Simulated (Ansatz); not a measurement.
```yaml
crystal:
  periodic: [false, false, false]
  atoms:
    - {symbol: Cl, position_ang: [-1.744040, 0.855094, -0.868593]}
    - {symbol: Xx, position_ang: [-0.039828, -0.003284, -0.022391]}
    - {symbol: Br, position_ang: [1.772968, -0.916710, 0.877684]}
basis:
  gaussian: {orbitals: x2c-TZVPPall}
hamiltonian: {xc: {name: wB97X}}
accuracy: high
output: {forces: true}
```

```sh
$ ansatz run in.yaml --threads 4 --pin off --events-out ev --progress --plain --max-ram 10444MiB
```

Problem. How does Ansatz answer? (An estimate is asked.)

Solution. Computed: The input was rejected before any iteration.
```
Error: YAML parse error: error: line 5 column 16: `Xx` is not an element symbol (H … Og, case-exact)
 --> <input>:5:16
3 |   atoms:
4 |     - {symbol: Cl, position_ang: [-1.744040, 0.855094, -0.868593]}
5 |     - {symbol: Xx, position_ang: [-0.039828, -0.003284, -0.022391]}
6 |     - {symbol: Br, position_ang: [1.772968, -0.916710, 0.877684]}
7 | basis:
```
